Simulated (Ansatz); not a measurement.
Ansatz (an electronic-structure program) input (r2SCAN0/def2-TZVPD):

Ansatz 0.2 input:
```yaml
crystal:
  periodic: [false, false, false]
  atoms:
    - {symbol: I, position_ang: [0.00000000, 0.00000000, 0.00000000]}
basis:
  gaussian:
    orbitals: def2-TZVPD
hamiltonian:
  xc: {name: r2SCAN0}
total_charge: -1
scf: {lower_state_search: full}
```

End of the output:

```
integrals: 0.01 GiB planned
400 factors; their error is unknown
mean field: 0.13 GiB planned
mean field evaluation 1: about -8105.1528 eV, gradient 1.8e1 eV
mean field evaluation 2: about -8105.2806 eV, gradient 1.8e1 eV
mean field evaluation 4: about -8105.8007 eV, gradient 4.3e-2 eV
mean field evaluation 8: about -8106.0514 eV, gradient 1.5e-4 eV
mean field -8106.05138746 eV, -297.8918940103 hartree, gradient 3.5e-5 eV, S^2 0.000000; 0 other end points of the search recorded, 0 dependent functions left out
reference -8106.05139792 eV, -297.8918943945 hartree; 13, 13 occupied and 46, 46 virtual orbitals, 400 factors
Total energy: -8106.05139792 eV, -297.8918943945 hartree
```
